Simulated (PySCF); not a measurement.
Ti (titanium, neutral) across methods

[Ar] 3d1 4s2 4p1, one real determinant (an excited configuration). Calculation: PySCF 2.14, in def2-QZVPPD (11s6p5d3f2g, 93 functions); the non-relativistic Hamiltonian (point nucleus).

| method | E (hartree) | mean ε 4s α (eV) | mean ε 4s β (eV) | mean ε 4p α (eV) | Σ⟨r²⟩ (bohr²) | ⟨S²⟩ |
| --- | --- | --- | --- | --- | --- | --- |
| wB97M-V | -849.118 | -9.121 | -8.263 | -4.790 | 57.40 | 2.005 |
| PBE0 | -848.968 | -7.224 | -6.321 | -3.620 | 56.56 | 2.009 |
| LDA | -847.099 | -6.499 | -5.810 | -2.888 | 56.32 | 2.002 |
| M06 | -849.121 | -7.052 | -6.435 | -3.246 | 55.61 | 2.003 |
| UHF | -848.23946 | -9.184 | -7.472 | -4.894 | 59.42 | 2.114 |
| CAM-B3LYP | -849.204 | -8.361 | -7.424 | -4.427 | 56.59 | 2.011 |
| r2SCAN | -849.111 | -6.521 | -5.676 | -3.126 | 56.74 | 2.013 |
| BHandHLYP | -849.170 | -7.869 | -6.954 | -4.000 | 57.11 | 2.016 |

(1) Estimate the same row for PBE.

⟨L²⟩ = 8.02 against 12 for a pure F term, so this real determinant mixes terms.

Results:

(1) E (hartree) = -848.924; mean ε 4s α (eV) = -6.364; mean ε 4s β (eV) = -5.641; mean ε 4p α (eV) = -2.938; Σ⟨r²⟩ (bohr²) = 56.55; ⟨S²⟩ = 2.005.
